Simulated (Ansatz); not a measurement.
Ideal-gas functions of `[SiH3][CH]1[GaH][Se]1` at 298.15 K and 1 bar, from an Ansatz frequency run at PBE0-D4/def2-TZVP.

Molar mass 193.82 g/mol, point group C1 (symmetry number 1), electronic degeneracy 1, moments of inertia 215.651, 277.141, 465.986 u Å². Harmonic wavenumbers (cm⁻¹, unscaled): 102, 133, 167, 293, 409, 450, 462, 506, 659, 704, 826, 898, 929, 940, 951, 1071, 2088, 2200, 2213, 2213, 3145.

Use S(trans) = R[1.5 ln M + 2.5 ln T − 1.1517]; rotational temperatures θ = 24.2544 K / I; S(rot) = R[ln(√π/σ · √(T³/θAθBθC)) + 1.5]; for each mode x = 1.438777 ν̃/T, S = R[x/(eˣ − 1) − ln(1 − e⁻ˣ)] and H = RT x/(eˣ − 1); 1 cm⁻¹ = 0.0119627 kJ/mol; R = 8.31446 J/(mol·K).

By hand: the entropy, in J/(mol·K).

Translation 174.5. Rotation: θ = 0.1125, 0.0875, 0.052 K, giving 119.8. Vibration, mode by mode: 14.29, 12.14, 10.33, 6.09, 3.89, 3.33, 3.18, 2.69, 1.50, 1.26, 0.78, 0.59, 0.52, 0.50, 0.48, 0.29, 0.00, 0.00, 0.00, 0.00, 0.00, in all 61.9. Electronic 0.0. Sum 356.2 J/(mol·K).

By hand: H − E and G − E in kJ/mol, counted from the electronic energy.

Zero-point energy ½ × 21359 × 0.0119627 = 127.8; thermal vibration 10.6; translation, rotation and pV give 4 RT = 9.9. H − E = 148.3 kJ/mol, and G − E = 148.3 − 298.15 × 356.2/1000 = 42.1 kJ/mol.

Vibration gives 17 % of the entropy, 26.4 J/(mol·K) of it from the modes under 150 cm⁻¹: soft modes count most, and the harmonic formula is weakest for them. The sum counts one conformer and one mirror image; others add a mixing term.
